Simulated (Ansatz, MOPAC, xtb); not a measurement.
Spectroscopic constants of TaO+, multiplicity 3 (lowest of 2S+1 = 1, 3, 5, 7, 9 at CCSD(T)/def2-TZVPP on PBE0 minima; our sources give no spin for the ground state, which may be another). No spin–orbit coupling.

Constants: fifth-degree fit in 1/R to seven points, most abundant isotopes. Runs in def2 and cc sets follow the lowest solution found near the PBE0 minimum.

Programs: Ansatz (Gaussian basis) for Hartree–Fock, density functionals and correlated methods; MOPAC for PM6 (differences of heats of formation); xtb for the GFN methods. Each number belongs to the level named beside it. In def2 rows elements past Kr take small-core potentials, without spin–orbit coupling. The GFN methods have no spin term and hold the electronic entropy of 300 K.

```json
[
 {"level": "PM6", "r_e (Å)": "1.621", "ω_e (cm⁻¹)": "1221", "ω_e x_e (cm⁻¹)": "2.5", "B_e (cm⁻¹)": "0.437"},
 {"level": "GFN1-xTB", "r_e (Å)": "1.698", "ω_e (cm⁻¹)": "990", "ω_e x_e (cm⁻¹)": "5.5", "B_e (cm⁻¹)": "0.398"},
 {"level": "SVWN5/def2-TZVPP", "r_e (Å)": "1.663", "ω_e (cm⁻¹)": "1083", "ω_e x_e (cm⁻¹)": "3.5", "B_e (cm⁻¹)": "0.415"},
 {"level": "PBE/def2-TZVPP", "r_e (Å)": "1.676", "ω_e (cm⁻¹)": "1052", "ω_e x_e (cm⁻¹)": "3.5", "B_e (cm⁻¹)": "0.408"},
 {"level": "r2SCAN/def2-TZVPP", "r_e (Å)": "1.668", "ω_e (cm⁻¹)": "1079", "ω_e x_e (cm⁻¹)": "3.6", "B_e (cm⁻¹)": "0.412"},
 {"level": "B97M-V/def2-TZVPP", "r_e (Å)": "1.667", "ω_e (cm⁻¹)": "1079", "ω_e x_e (cm⁻¹)": "3.7", "B_e (cm⁻¹)": "0.413"},
 {"level": "B3LYP/def2-TZVPP", "r_e (Å)": "1.668", "ω_e (cm⁻¹)": "1081", "ω_e x_e (cm⁻¹)": "3.4", "B_e (cm⁻¹)": "0.412"},
 {"level": "PBE0/def2-TZVPP", "r_e (Å)": "1.657", "ω_e (cm⁻¹)": "1107", "ω_e x_e (cm⁻¹)": "3.5", "B_e (cm⁻¹)": "0.418"},
 {"level": "BHLYP/def2-TZVPP", "r_e (Å)": "1.650", "ω_e (cm⁻¹)": "1136", "ω_e x_e (cm⁻¹)": "3.4", "B_e (cm⁻¹)": "0.421"},
 {"level": "CAM-B3LYP/def2-TZVPP", "r_e (Å)": "1.658", "ω_e (cm⁻¹)": "1114", "ω_e x_e (cm⁻¹)": "3.2", "B_e (cm⁻¹)": "0.417"},
 {"level": "wB97X-V/def2-TZVPP", "r_e (Å)": "1.654", "ω_e (cm⁻¹)": "1127", "ω_e x_e (cm⁻¹)": "3.1", "B_e (cm⁻¹)": "0.419"},
 {"level": "wB97M-V/def2-TZVPP", "r_e (Å)": "1.656", "ω_e (cm⁻¹)": "1120", "ω_e x_e (cm⁻¹)": "3.2", "B_e (cm⁻¹)": "0.418"}
]
```

The state that PM6 reach isn't checked.

Ansatz is a program for electronic structure.
